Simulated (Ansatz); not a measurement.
C3H3AlOSe, SMILES `O=[CH][AlH][C]#C[SeH]`. Total charge 0; spin multiplicity 1. Geometry: relaxed with PBE0-D4/def2-TZVP. It is one conformer, not always the lowest.

```xyz
9

O     0.299   -1.770   -1.814
C     0.942   -0.774   -2.054
Al    0.830    0.829   -0.816
C    -0.208    0.615    0.746
C    -0.883    0.447    1.748
Se   -1.860    0.316    3.270
H     1.584   -0.773   -2.973
H     1.568    2.190   -1.143
H    -2.273   -1.079    3.036
```

Problem. What is the dipole moment at B3LYP/def2-TZVPP? (Estimate.)

Solution. Ansatz gave: 1.29 D, with components (0.12, 1.04, 0.75) D in this frame, pointing from negative to positive charge.

Problem. And with PBE, r2SCAN, ωB97M-V? (Best estimate.)

Solution. Computed: PBE 1.20 D, r2SCAN 1.21 D, ωB97M-V 1.24 D.

Problem. Give the Mulliken charges with B3LYP, r2SCAN, PBE in def2-TZVPP. (Best estimate.)

Solution. Computed: 
```csv
atom,B3LYP,r2SCAN,PBE
O1,-0.25,-0.27,-0.21
C2,-0.02,0.05,-0.01
Al3,0.56,0.66,0.47
C4,-0.31,-0.30,-0.28
C5,-0.09,-0.19,-0.09
Se6,0.11,0.10,0.11
H7,0.06,0.02,0.05
H8,-0.13,-0.14,-0.11
H9,0.06,0.07,0.07
```

B3LYP here is the variant with VWN-RPA as its local correlation; programs differ in this.
